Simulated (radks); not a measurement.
Results of a calculation; reference values are marked as such.
Q: These are the eigenvalues of the occupied orbitals of an atom or ion with whole-number occupations (hartree). Code: a radial shooting solver on a logarithmic mesh with Libxc functionals. Model: scalar-relativistic Kohn-Sham, LDA (Slater exchange, Perdew-Wang correlation), spin-polarised, spherical densities, finite nucleus; Fermi nuclear charge, rms radius of each element as measured or else 0.836 A^(1/3) + 0.57 fm.

orbital  eigenvalue
1s down   -1593.160
1s up     -1593.160
2s up     -257.6519
2s down   -257.6497
2p up     -230.4490
2p down   -230.4475
3s up     -55.82779
3s down   -55.78738
3p up     -47.24527
3p down   -47.20517
3d up     -35.29696
3d down   -35.26507
4s up     -11.05812
4s down   -10.95502
4p up      -8.24447
4p down    -8.14116
4d up      -4.24199
4d down    -4.13889
5s up      -1.43517
5s down    -1.36049
5p up      -0.76013
5p down    -0.69472
5d up      -0.04668
4f up      -0.02679

Which element is it, and in what charge state? The configuration may be excited. Open shells, if any, are filled with parallel spins first.

A: Z = 60, neodymium, charge 0: Nd in [Xe] 4f4 5d2. The list shows which subshells hold electrons but not how many an open one holds; the 1s level, -1593.2 hartree, gives Z - s = 56.4 by -(Z - s)^2/2, which with screening and relativity narrows Z to a few neighbours, and the depths of the outer levels then fix element, charge and occupations together.
